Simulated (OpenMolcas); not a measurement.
Ti2+ (d2) in a complex was computed by CASSCF with the d shell active (OpenMolcas, ANO-RCC-VDZP on the metal). Its lowest spin-free states, and all those of the highest spin:

```csv
2S+1,Degeneracy,E (cm-1)
3,1,0.0
3,3,3200
3,3,5599
1,2,11589
1,3,14345
3,3,15636
1,1,18010
1,3,18352
1,2,19345
1,3,20839
1,1,41605
```

**Question.** Is the site octahedral, tetrahedral or cube-like, axial, or of lower symmetry?

**Answer.** The states with 2S+1 = 3 have orbital degeneracies 1, 3, 3, 3. Threefold states need a cubic site. For d2 at this spin an octahedron puts the threefold T1 below the threefold T2 and a tetrahedron or cube puts the single A2 below the threefold T2, so the site is a tetrahedron or a cube, which this pattern cannot tell apart. The first gap at this spin, 3200 cm-1, is |10Dq| in ligand-field theory. The run had Ti2+ with 4 ligands (oxide) in tetrahedral coordination (Td) at 2.11 Å. A charge of +1.5 e stands 3.2 Å behind each ligand. Ligand basis ANO-RCC-VDZP.

Without dynamic correlation the repulsion within the d shell is too large (B by tens of per cent), so at a given field states of lower spin stand too high. The oxide ions are held by bare point charges, a crude embedding. Ligand-to-metal charge-transfer states are missing. With no ligand orbital active B as a rule stays too high, so bands that hang on it stand too high and its fall with covalency is understated. With metal d orbitals alone and no dynamic correlation the field as a rule comes out too small, by tens of per cent, by up to half for chloride and softer ligands. No measured value stands beside these numbers; the geometry is a model, was not optimised and need not be the one that this ion takes.
